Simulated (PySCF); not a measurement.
**Radial density of Zn²⁺ (zinc, charge +2)**

UHF, [Ar] 3d10, closed-shell 1S. All numbers are calculated (PySCF 2.14, the spin-free X2C one-electron Hamiltonian (Gaussian nucleus), in jorge-DZP-DKH).

| r (bohr) | 4πr²ρ (e/bohr) |
| --- | --- |
| 0.000741 | 0.2027 |
| 0.00125 | 0.5253 |
| 0.00210 | 1.273 |
| 0.00353 | 3.026 |
| 0.00593 | 6.877 |
| 0.00998 | 14.32 |
| 0.0168 | 25.60 |
| 0.0282 | 35.52 |
| 0.0475 | 34.23 |
| 0.0799 | 29.17 |
| 0.134 | 40.18 |
| 0.226 | 33.22 |
| 0.380 | 19.47 |
| 0.639 | 24.38 |
| 1.08 | 9.355 |
| 1.81 | 1.228 |
| 3.04 | 0.03642 |

Densities and radii are taken from the X2C orbitals without a picture-change correction, which distorts them close to the nucleus.
